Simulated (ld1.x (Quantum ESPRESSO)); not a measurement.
**Which change was made? (N, ultrasoft)**

```json
{
  "Element": "N (Z = 7)",
  "Generator": "ld1.x (Quantum ESPRESSO) 7.5",
  "Type": "ultrasoft",
  "Functional": "LDA (PZ)",
  "Relativity": "scalar-relativistic",
  "Frozen core": "[He]",
  "Valence charge": "5",
  "Reference configuration": "2s2 2p3",
  "Partial waves": "2s (bound): rcut 0.80, rcutus 0.95 bohr; 2s channel at -0.35 Ry: rcut 0.80, rcutus 0.95 bohr; 2p (bound): rcut 1.15, rcutus 1.25 bohr; 2p channel at -0.2 Ry: rcut 1.15, rcutus 1.25 bohr",
  "Local potential": "all-electron potential smoothed inside 0.75 bohr (lloc = -1)",
  "Core correction": "Bessel-smoothed model core, default radius (core density twice the valence density)",
  "Augmentation charge": "PSQ, inside the norm-conserving radii"
}
```

Cutoffs, loose and tight: the cutoffs (Ry, on a coarse ladder) from which the occupation-weighted sum of valence levels, in a spherical-Bessel basis at the reference potential, stays within 10 and 1 mRy of its value at 400 Ry. They do not see the model core or the augmentation charge, which bear on the density cutoff. Test errors are all-electron minus pseudo excitation energies from the reference, over the configurations 2s2 2p2; 2s2 2p1; 2s2 2p0; 2s2 2p3.3; 2s2 2p2.5; 2s1 2p4; 2s1 2p3 (two spin-polarised tests are not counted in the largest error); variants that change the core or the reference have their own tests.

The base gives: outcome: generated; cutoff, loose: 45 Ry; cutoff, tight: 70 Ry; bound ghosts: none; largest test error (meV): -265.

Task: After one change the result is: outcome: generated; cutoff, loose: 45 Ry; cutoff, tight: 70 Ry; bound ghosts: none; largest test error (meV): -92. Which change was it?
A. core correction Bessel-smoothed model core inside 0.82 bohr
B. core correction Bessel-smoothed model core inside 0.70 bohr
C. core correction Bessel-smoothed model core inside 1.02 bohr
D. core correction none

Result: A. The others give: core correction Bessel-smoothed model core inside 1.02 bohr → outcome: generated; cutoff, loose: 45 Ry; cutoff, tight: 70 Ry; bound ghosts: none; largest test error (meV): +22 | core correction Bessel-smoothed model core inside 0.70 bohr → outcome: generated; cutoff, loose: 45 Ry; cutoff, tight: 70 Ry; bound ghosts: none; largest test error (meV): -173 | core correction none → outcome: generated; cutoff, loose: 45 Ry; cutoff, tight: 70 Ry; bound ghosts: none; largest test error (meV): +71.
